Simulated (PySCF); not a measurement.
Coordinates in bohr (charge 0 multiplicity 3):
```
Rh    0.0005   -0.8656    0.0000
S     3.5215    0.8090    0.0000
Cl   -3.2206    1.8086    0.0000
```

Level of theory: UPBE in PySCF with Rh def2-SVP with ECP28, S def2-SVP, Cl def2-SVP; scalar-relativistic core potentials, no spin–orbit coupling; density-fitted integrals.

This geometry of RhSCl is a stationary point at this level.

What is the point group?

Cs.

Is it a minimum?

Yes: all harmonic wavenumbers are real.

What are the dipole moment and the gap between the highest occupied and lowest empty levels of either spin?

1.86 D and 0.38 eV.

Give the ideal-gas entropy at 298.15 K and 1 bar by parts.

translation 172.9, rotation 110.8, vibration 23.0, spin 9.1; total 315.8 J/(mol K).

This need not be the most stable arrangement of these atoms. With open d or f shells other occupations or spin states may lie lower.
